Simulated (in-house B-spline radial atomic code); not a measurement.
The numbers below are computed, except where a source is named.
## Two electrons in Ge: a Gaussian well −V exp(−r²/w²) with V = 75 meV and w = 15.6 nm

For Ge the NSM archive of the Ioffe Institute lists m_l = 1.6 m0, m_t = 0.08 m0 and ε = 16.2; the model takes one isotropic valley with the conductivity mass 3/(1/m_l + 2/m_t) = 0.117 m0, and so misses anisotropy and the other valleys. All triplets below are those of one valley; with several valleys two electrons can form a triplet in the 1s orbital itself, at an energy set by the valley splitting.

Effective-mass model with parabolic bands, a uniform dielectric constant, no image charges, no central-cell or spin-orbit terms. Two-electron levels come from full CI in B-splines with partial waves to l = 5 (up to 0.001 effective hartree above the limit).

Task: What are the effective units, and what is the potential in them?

Result: Ha* = 27211.386 meV × 0.117/16.2² = 12.13 meV and a* = 0.0529177 nm × 16.2/0.117 = 7.327 nm. V = 6.18 Ha* and w = 2.13 a*.

In these units the lowest s and p orbitals lie at -3.9171 and -2.5654, and their Coulomb and exchange integrals are J_ss = 0.9372, J_sp = 0.7528 and K_sp = 0.1445. Full CI gives -6.9698 for the ground singlet, -5.8933 for the sp triplet, -5.6592 for the sp singlet and -4.9140 for the lowest triplet of two s orbitals.

Task: What does it cost to add the second electron, to first order and exactly?

Result: To first order E = 2ε_s + J_ss = -6.8971, so the charging energy E(2) − 2E(1) is J_ss = 11.37 meV. CI gives -6.9698 − 2 × (-3.9171) = 0.8644, or 10.49 meV: relaxation and correlation lower it by 0.8829 meV, 7.8 % of J_ss. The s² configuration of one-electron orbitals holds 97.8 % of the state, and the mean radius is 7.55 nm. The second electron is bound by ε_s − E = 37.03 meV, against 47.52 meV for the first.

Task: How far above the singlet do the triplets lie?

Result: To first order the sp triplet lies at ε_s + ε_p + J_sp − K_sp = -5.8742, which is 12.41 meV above 2ε_s + J_ss. CI gives -5.8933 − (-6.9698) = 1.0766, or 13.06 meV, 80 % of the orbital spacing of 16.4 meV. The ss triplet lies 24.94 meV up, so the lower of the two is the sp one, and its gap equals k_BT at 152 K. The sp singlet-triplet splitting is 2.839 meV, against 2K_sp = 3.506 meV.
